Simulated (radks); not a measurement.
The numbers below are computed, except where a source is named.
Spherical jellium clusters: N electrons in a uniform positive sphere of charge N and radius rs N^(1/3), rs = 3.63 bohr. Level of theory: non-relativistic Kohn-Sham, exchange-only LDA, spin-polarised, spherical densities (a radial shooting solver with Libxc functionals). Levels are named by radial order and angular momentum (1s, 1p, 1d, 2s, ...), and open shells are averaged over m.

N = 24, configuration 1s2 1p6 1d10 2s2 1f(up 4, down 0). This is the lowest configuration that the search found. Occupied and some empty levels:

| level | occupation | eigenvalue (eV) | <r> (bohr) |
|---|---|---|---|
| 1s up | 1 | -5.1324 | 6.688 |
| 1s down | 1 | -4.9420 | 6.073 |
| 1p up | 3 | -4.3468 | 7.778 |
| 1p down | 3 | -3.9878 | 7.406 |
| 1d up | 5 | -3.3179 | 8.587 |
| 1d down | 5 | -2.8528 | 8.382 |
| 2s up | 1 | -2.6983 | 7.072 |
| 2s down | 1 | -2.4765 | 7.253 |
| 1f up | 4 | -2.1057 | 9.344 |
| 1f down | 0 | -1.5822 | 9.289 |
| 2p up | 0 | -1.3952 | 9.056 |
| 2p down | 0 | -1.1404 | 9.126 |
| 1g up | 0 | -0.77509 | 10.25 |
| 2d up | 0 | -0.33118 | 12.47 |
| 1g down | 0 | -0.24317 | 10.48 |
| 2d down | 0 | -0.088607 | 13.80 |

Energy (eV): total -23.1809, kinetic 49.211, external -1762.9, Hartree 866.53, exchange-correlation -74.209, background 898.15.
